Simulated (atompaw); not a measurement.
# Cutoff test, hydrogen, PAW (atompaw)

* Element: H
* Generator: atompaw 4.2.0.5
* Type: PAW
* Functional: PBE
* Relativity: scalar-relativistic
* Frozen core: none
* Valence charge: 1
* Reference configuration: 1s1
* Partial waves: 1s (bound): rc 1.20 bohr; 1s channel at 0.45 Ry: rc 1.20 bohr; 2p channel at 0.3 Ry: rc 0.95 bohr
* Local potential: bessel scheme, radius 0.85 bohr
* Core correction: none
* Augmentation charge: gaussian compensation charge, radius 0.95 bohr; PAW radius 1.20 bohr; waves and projectors: custom polynom2 7 10 vanderbiltortho

The pseudo-atom Hamiltonian at the reference potential is diagonalised in spherical Bessel functions j_l(qr) that vanish at 20 bohr, with q² up to the cutoff. All-electron valence levels (Ry): 1s -0.4772.

Problem. How do the lowest levels (Ry) of each channel move with the cutoff, and are there ghosts?

Solution.

```tsv
cutoff (Ry)	s #1	s #2	p #1	p #2	d #1	f #1	f #2	Σ f·Δε (mRy)
8	-0.3669	0.0164	0.0293	0.0998	0.0770	0.1190	0.2589	110.3
10	-0.4053	0.0140	0.0293	0.0998	0.0770	0.1190	0.2589	71.9
12	-0.4476	0.0115	0.0293	0.0998	0.0770	0.1190	0.2589	29.6
18	-0.4764	0.0099	0.0293	0.0998	0.0770	0.1190	0.2589	0.8
21	-0.4771	0.0098	0.0293	0.0998	0.0770	0.1190	0.2589	0.2
25	-0.4772	0.0098	0.0293	0.0998	0.0770	0.1190	0.2589	0.1
400	-0.4772	0.0098	0.0293	0.0998	0.0770	0.1190	0.2589	0.0
```

Result: no extra level below or beside the all-electron valence levels (s, p, d, f tested); 10 mRy is reached at 15 Ry and 1 mRy at 18 Ry.
